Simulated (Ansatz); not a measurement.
Reaction (formal exchange of groups at the Si–B bond): `B[SiH2]B[SiH2]C` + `C1=NCO1` → `C[SiH2]C1N=CO1` + `B[SiH2]B`

Computed with Ansatz on PBE0-D4/def2-TZVP structures; ΔE is electronic, products minus reactants. CCSD(T)/CBS is the MP2 limit (def2-TZVPP, def2-QZVPP) plus CCSD(T) − MP2 in def2-TZVPP, frozen cores. DFT in def2-TZVPP. B3LYP here is the variant with VWN-RPA as its local correlation; programs differ in this. One conformer a species, not always the lowest.

(1) Is it downhill or uphill in electronic energy at CCSD(T)/CBS, and by how much? (An estimate is asked.)

(2) What do these levels give: PBE0-D4, B2PLYP, B3LYP, HF/def2-QZVPP, MP2/CBS(def2), CCSD/CBS(def2)? (Estimate.)

Largest T1 diagnostic among the species: 0.015.

Results:

(1) Computed: Downhill: ΔE = -1.0 kcal/mol.

(2) Ansatz gave: PBE0-D4 1.1, B2PLYP -1.8, B3LYP -1.1, HF/def2-QZVPP -2.0, MP2/CBS(def2) -2.8, CCSD/CBS(def2) -1.0 kcal/mol.
